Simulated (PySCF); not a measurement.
C3H8BNO, SMILES C=CB(N)OC. Geometry: PBE-D3(BJ)/def2-SVP. One conformer was computed; it need not be the lowest.

Question: Give the equilibrium geometry at PBE-D3(BJ)/def2-SVP (PySCF confirms it by a frequency run) as bond lengths and angles, and its point group. (An estimate is asked for; the answer gives what the named calculation found.)

Answer: One answer among several that fit: point group Cs.
Atoms: B1 C2 C3 H4 H5 H6 O7 C8 H9 H10 H11 N12 H13 H14. Bond lengths (Å): B1–C2 1.571, B1–O7 1.385, B1–N12 1.420, C2–C3 1.349, C2–H4 1.107, C3–H5 1.104, C3–H6 1.104, O7–C8 1.407, C8–H9 1.116, C8–H10 1.109, C8–H11 1.116, N12–H13 1.018, N12–H14 1.019. Bond angles (°): C2–B1–O7 117.4, C2–B1–N12 120.6, O7–B1–N12 122.0, B1–C2–C3 123.2, B1–C2–H4 119.2, C3–C2–H4 117.6, C2–C3–H5 122.8, C2–C3–H6 120.4, H5–C3–H6 116.8, B1–O7–C8 121.3, O7–C8–H9 112.2, O7–C8–H10 108.8, O7–C8–H11 112.2, H9–C8–H10 107.8, H9–C8–H11 107.8, H10–C8–H11 107.8, B1–N12–H13 121.8, B1–N12–H14 124.8, H13–N12–H14 113.4.
